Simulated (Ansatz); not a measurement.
Calculated with Ansatz (gas phase, PBE0-D4/def2-TZVP geometries, no zero-point term in ΔE). CCSD(T)/CBS is the MP2 limit (def2-TZVPP, def2-QZVPP) plus CCSD(T) − MP2 in def2-TZVPP, frozen cores. This one scheme is used for every species. DFT in def2-TZVPP. HSE06 is defined as in plane-wave codes. def2 core potentials past Kr. For Br, I outer-core shells are correlated without core-valence functions, which leaves a few kJ/mol of doubt a bond. Scalar relativity is left out up to krypton. One conformer a species, not always the lowest.

Reaction (hydrogenolysis of a C–C bond): `FCC(Br)I` + H₂ → `BrCI` + `CF`

CCSD(T)/CBS gives -0.43 eV.

(1) Another level gave -0.43 eV. Which?
A. LDA (SPW92)/def2-TZVPP
B. HSE06/def2-TZVPP
C. HF/def2-TZVPP
D. r2SCAN-D4/def2-TZVPP

(2) What do rigid-rotor, harmonic-oscillator terms from PBE0-D4/def2-TZVP frequencies (298.15 K, 1 bar) make of the CCSD(T)/CBS value? (Best estimate.)

Largest T1 diagnostic among the species: 0.009.

Answers

(1) D. r2SCAN-D4 -0.43, LDA (SPW92) -0.32, HSE06 -0.55, HF/def2-TZVPP -0.78 eV.

(2) Ansatz gave: ΔZPE = +0.22 eV, ΔH = -0.25 eV, ΔS = 45 J/(mol·K), ΔG = -0.39 eV.

From PBE to PBE0 (25 % exact exchange), in def2-TZVPP and without D4, ΔE moves by −0.04 eV. In def2-TZVPP, CCSD(T) changes the Hartree–Fock value by +0.33 eV (the triples alone add +0.07 eV) and MP2 by +0.40 eV.
